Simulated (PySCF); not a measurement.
C₄H₃N₂, SMILES [c]1cncnc1, multiplicity 2.

Geometry: PBE-D3(BJ)/def2-SVP. The isomer is the one that the SMILES or the coordinates give; other isomers of the formula were not compared.

Computed with PBE/def2-TZVP (PySCF).

The molecule is in vacuum.

**Question.** Estimate the frontier levels, dipole moment and polarisability. (Estimate from the structure and the level; the computed values follow.)

**Answer.** 
```json
{
  "α spin, highest occupied and lowest empty level": "-6.03 and -2.65 eV",
  "β spin, highest occupied and lowest empty level": "-6.17 and -4.09 eV",
  "dipole_moment": "0.92 D",
  "quadrupole, principal values (traceless, Buckingham form, about the centre of nuclear charge)": "-1.10, -0.67, 1.77 D·Å",
  "mean_static_polarisability": "57.2 bohr³ (8.48 Å³)",
  "polarisability_principal_values": "32.9, 67.4, 71.4 bohr³",
  "⟨S²⟩": "0.756 (pure state 0.75)"
}
```
